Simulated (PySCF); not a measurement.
Molecule: `N#CSc1ccoc1`, C₅H₃NOS.

Numbering as in the mapped SMILES `[N:1]#[C:2][S:3][c:4]1[cH:5][cH:6][o:7][cH:8]1` (H(Xn): hydrogen on atom n).

Geometry PBE0-D3(BJ)/def2-SVP throughout; GIAO in PySCF, gas phase, one conformer, non-relativistic; equivalent atoms averaged; functional PBE0.

For orientation, pcSseg-0 gives these absolute shieldings σ: N1 -85.7, C6 34.6, C8 42.3, C4 70.2, C5 72.7, S3 571.3, H(C6) 25.31, H(C8) 25.34, H(C5) 26.44 ppm.

A run gave: N1 -49.7, C6 54.2, C8 60.0, C4 81.6, C5 86.5, S3 591.4, H(C6) 24.26, H(C8) 24.16, H(C5) 25.20 ppm (absolute shieldings σ).

Q: Which basis set was used in that run?
A. def2-SVP
B. cc-pVDZ
C. IGLO-III
D. pcSseg-1
E. 6-311+G(2d,p)

A: A. S3 tells them apart best: def2-SVP gives 591.4, cc-pVDZ gives 577.5, pcSseg-1 gives 519.6, 6-311+G(2d,p) gives 511.3, IGLO-III gives 512.5 ppm.
